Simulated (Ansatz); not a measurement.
Relaxation of Cl2H5OPSn (10 atoms, charge 0, multiplicity 1), to a largest force component of 0.03 eV/Å in at most 50 steps.

Method: Ansatz 0.2.0, RKS PBE0/def2-SVP.

```xyz
10
Properties=species:S:1:pos:R:3
Sn -0.218 -0.303 -0.067
O -0.165 -0.459 1.889
H -0.478 0.356 2.301
Cl 1.932 -0.502 -0.952
Cl -1.156 1.757 -0.650
H -1.150 -1.565 -0.715
P 1.412 2.630 1.437
H 2.706 2.651 2.039
H 1.941 2.391 0.138
H 1.245 1.246 1.727
```

**Question.** Where does it end, and by what steps?

**Answer.** The run converged. After 25 steps the energy has fallen by 0.368 eV; H10 moved furthest, 1.89 Å.

```json
{"step": "0", "energy less start (eV)": "0.0000", "largest force component (eV/Å)": "0.467", "accepted": "yes"}
{"step": "1", "energy less start (eV)": "-0.1386", "largest force component (eV/Å)": "0.292", "accepted": "yes"}
{"step": "2", "energy less start (eV)": "-0.1682", "largest force component (eV/Å)": "0.842", "accepted": "yes"}
{"step": "3", "energy less start (eV)": "-0.1420", "largest force component (eV/Å)": "1.596", "accepted": "no"}
{"step": "4", "energy less start (eV)": "-0.1838", "largest force component (eV/Å)": "0.619", "accepted": "yes"}
{"step": "5", "energy less start (eV)": "-0.1904", "largest force component (eV/Å)": "0.134", "accepted": "yes"}
{"step": "6", "energy less start (eV)": "-0.1912", "largest force component (eV/Å)": "0.111", "accepted": "yes"}
{"step": "7", "energy less start (eV)": "-0.1931", "largest force component (eV/Å)": "0.090", "accepted": "yes"}
{"step": "8", "energy less start (eV)": "-0.1943", "largest force component (eV/Å)": "0.071", "accepted": "yes"}
{"step": "9", "energy less start (eV)": "-0.1949", "largest force component (eV/Å)": "0.173", "accepted": "yes"}
{"step": "10", "energy less start (eV)": "-0.1964", "largest force component (eV/Å)": "0.140", "accepted": "yes"}
{"step": "11", "energy less start (eV)": "-0.1989", "largest force component (eV/Å)": "0.312", "accepted": "yes"}
{"step": "12", "energy less start (eV)": "-0.2047", "largest force component (eV/Å)": "0.319", "accepted": "yes"}
{"step": "13", "energy less start (eV)": "-0.2136", "largest force component (eV/Å)": "0.563", "accepted": "yes"}
{"step": "14", "energy less start (eV)": "-0.2345", "largest force component (eV/Å)": "0.735", "accepted": "yes"}
{"step": "15", "energy less start (eV)": "-0.2675", "largest force component (eV/Å)": "0.794", "accepted": "yes"}
{"step": "16", "energy less start (eV)": "-0.2998", "largest force component (eV/Å)": "0.860", "accepted": "yes"}
{"step": "17", "energy less start (eV)": "-0.3343", "largest force component (eV/Å)": "0.391", "accepted": "yes"}
{"step": "18", "energy less start (eV)": "-0.3510", "largest force component (eV/Å)": "0.443", "accepted": "yes"}
{"step": "19", "energy less start (eV)": "-0.3291", "largest force component (eV/Å)": "1.039", "accepted": "no"}
{"step": "20", "energy less start (eV)": "-0.3635", "largest force component (eV/Å)": "0.089", "accepted": "yes"}
{"step": "21", "energy less start (eV)": "-0.3668", "largest force component (eV/Å)": "0.050", "accepted": "yes"}
{"step": "22", "energy less start (eV)": "-0.3674", "largest force component (eV/Å)": "0.037", "accepted": "yes"}
{"step": "23", "energy less start (eV)": "-0.3677", "largest force component (eV/Å)": "0.034", "accepted": "yes"}
{"step": "24", "energy less start (eV)": "-0.3679", "largest force component (eV/Å)": "0.038", "accepted": "yes"}
{"step": "25", "energy less start (eV)": "-0.3681", "largest force component (eV/Å)": "0.010", "accepted": "yes"}
```

```xyz
10
Properties=species:S:1:pos:R:3
Sn -0.686 -0.492 -0.201
O -0.734 -0.197 1.730
H -0.127 0.524 1.971
Cl 1.556 -0.461 -0.905
Cl -1.711 1.297 -1.312
H -1.436 -1.962 -0.591
P 1.838 2.078 1.711
H 2.222 3.160 2.555
H 2.024 2.793 0.495
H 3.122 1.464 1.694
```

Whether the end is a true minimum wasn't checked by a vibrational analysis.

Run time: 25 s on 4 threads of AMD EPYC 9R45 96-Core Processor (Zen 5) (shared host), peak memory 0.36 GiB.
